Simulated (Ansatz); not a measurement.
Zr₂Cl₈⁻, that is Zr2(Cl)8 with one electron more. The state is a doublet with charge -1. Geometry r2SCAN-D4/def2-SVP, that of the neutral singlet; atoms count from 1.

Cartesian coordinates in Å:
```
Zr 1.025 0.112 1.385
Cl 0.895 -1.066 3.377
Cl 3.047 -0.584 0.437
Cl 1.558 2.275 2.060
Cl -1.454 0.705 1.044
Zr -1.221 -0.155 -1.453
Cl 0.630 1.330 -1.503
Cl -3.397 0.646 -1.760
Cl -0.985 -1.336 -3.450
Cl -0.098 -1.927 -0.138
```

In the def2 sets Zr takes a core potential; there is no spin–orbit coupling.

Question: Estimate the Mulliken populations from the PBE0/def2-TZVP orbitals of Ansatz.

Answer: 
```json
{"atom": "Zr1", "charge (e)": "1.14", "spin (α − β)": "0.30", "d electrons": "2.03"}
{"atom": "Cl2", "charge (e)": "-0.40", "spin (α − β)": "0.00", "d electrons": "–"}
{"atom": "Cl3", "charge (e)": "-0.38", "spin (α − β)": "0.00", "d electrons": "–"}
{"atom": "Cl4", "charge (e)": "-0.39", "spin (α − β)": "0.01", "d electrons": "–"}
{"atom": "Cl5", "charge (e)": "-0.39", "spin (α − β)": "0.00", "d electrons": "–"}
{"atom": "Zr6", "charge (e)": "1.08", "spin (α − β)": "0.65", "d electrons": "2.16"}
{"atom": "Cl7", "charge (e)": "-0.38", "spin (α − β)": "0.02", "d electrons": "–"}
{"atom": "Cl8", "charge (e)": "-0.45", "spin (α − β)": "0.00", "d electrons": "–"}
{"atom": "Cl9", "charge (e)": "-0.44", "spin (α − β)": "0.00", "d electrons": "–"}
{"atom": "Cl10", "charge (e)": "-0.39", "spin (α − β)": "0.02", "d electrons": "–"}
```
Mulliken values and Mayer orders depend strongly on the basis.

Question: Where does the spin sit?

Answer: Summed by element: Zr 0.95, Cl 0.05, of 1 unpaired in all. Largest on single atoms: Zr6 0.65, Zr1 0.30, Cl7 0.02.

Question: And the Mayer bond orders between bonded heavy atoms (over 0.3)?

Answer: Zr1–Cl2 1.02 (2.32 Å); Zr1–Cl3 1.04 (2.34 Å); Zr1–Cl4 1.02 (2.33 Å); Zr1–Cl5 0.58 (2.57 Å); Zr1–Zr6 0.35 (3.63 Å); Zr1–Cl10 0.39 (2.78 Å); Cl5–Zr6 0.45 (2.65 Å); Zr6–Cl7 0.84 (2.37 Å); Zr6–Cl8 0.95 (2.34 Å); Zr6–Cl9 0.98 (2.33 Å); Zr6–Cl10 0.65 (2.48 Å).
